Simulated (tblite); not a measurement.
Compound: C₆H₁₆OSSi.
Cartesian coordinates in Å at the GFN2-xTB level; atoms count from 1:
```xyz
25
C6H16OSSi angstrom
C      3.835   -0.544   -0.254
C      2.941    0.638    0.054
S      2.012    0.345    1.632
O      1.342    1.627    1.932
C      0.645   -0.622    0.927
Si    -0.663    0.723    0.555
C     -2.030   -0.137   -0.469
C     -3.094    0.884   -0.845
C     -2.670   -1.303    0.279
H      4.503   -0.738    0.582
H      3.247   -1.441   -0.438
H      4.438   -0.347   -1.138
H      2.219    0.835   -0.736
H      3.524    1.540    0.235
H      0.987   -1.212    0.083
H      0.309   -1.306    1.703
H     -1.259    1.207    1.796
H     -0.094    1.763   -0.306
H     -1.607   -0.531   -1.400
H     -3.559    1.292    0.049
H     -3.874    0.431   -1.456
H     -2.657    1.708   -1.403
H     -1.937   -2.075    0.502
H     -3.102   -0.960    1.217
H     -3.466   -1.752   -0.314
```

Level: GFN2-xTB in tblite, geometry and Hessian alike; calculated harmonic values, unscaled, isolated species. This tight-binding method is rough: wavenumbers can miss measured ones by several per cent, in bad cases by 10 to 20. Modes of hydrogen on silicon can be 10 to 20 % off. One conformer, not necessarily the lowest.

Harmonic wavenumbers (cm⁻¹): 38.9, 48.5, 78.0, 100.8, 110.4, 118.4, 174.3, 195.0, 220.2, 237.2, 270.7, 284.6, 315.3, 338.7, 389.3, 412.2, 476.2, 639.9, 656.4, 692.1, 698.6, 711.5, 719.8, 745.1, 773.6, 792.0, 945.8, 953.1, 959.0, 995.5, 1004.1, 1008.3, 1035.7, 1078.5, 1093.2, 1122.8, 1140.7, 1183.2, 1207.7, 1226.1, 1281.3, 1312.1, 1410.3, 1413.1, 1426.2, 1437.9, 1453.5, 1494.8, 1495.5, 1503.6, 1510.7, 1515.3, 1517.8, 2257.1, 2312.8, 2920.1, 2997.9, 3003.0, 3007.9, 3012.4, 3016.8, 3022.3, 3027.7, 3029.4, 3030.0, 3032.9, 3035.2, 3039.9, 3042.6.

A = 2178, B = 541.1, C = 511.4 MHz; mass 164.069 u (most abundant isotopes); point group C1, symmetry number 1.

Zero-point energy?

½Σν̃ = 45376 cm⁻¹ = 542.82 kJ/mol.

Give the ideal-gas entropy at 400 K and 1 bar in the rigid-rotor, harmonic-oscillator model (classical rotation).

Translation 178.57, rotation 131.93, vibration 246.53: S = 557.0 J/(mol K).

And Cp and H(400 K) − H(0)?

Cp = 265.60 J/(mol K), of which vibrations give 232.34 (their classical limit is 69 R = 573.7); H(400 K) − H(0) = 62.79 kJ/mol without the zero-point energy, 49.48 from vibrations.

What must be added to the electronic energy to get the Gibbs energy at 400 K and 1 bar?

ZPE + [H(400 K) − H(0)] − T·S = 542.82 + 62.79 − 222.81 = 382.80 kJ/mol.

Blend soft modes into free rotors: weight 1/[1 + (100 cm⁻¹/ν̃)⁴] for the oscillator and the rest for a rotor with moment μB/(μ + B), μ = h/(8π²ν), B = 10⁻⁴⁴ kg m². What vibrational entropy results?

225.02 J/(mol K) in place of 246.53, which changes −T·S at 400 K by +8.60 kJ/mol.

Hindered rotation and anharmonicity are outside this model. Other conformers, if any are populated, would add a mixing term that is left out. The structure is chiral; the term R ln 2 for an equal mix with its mirror image is left out.
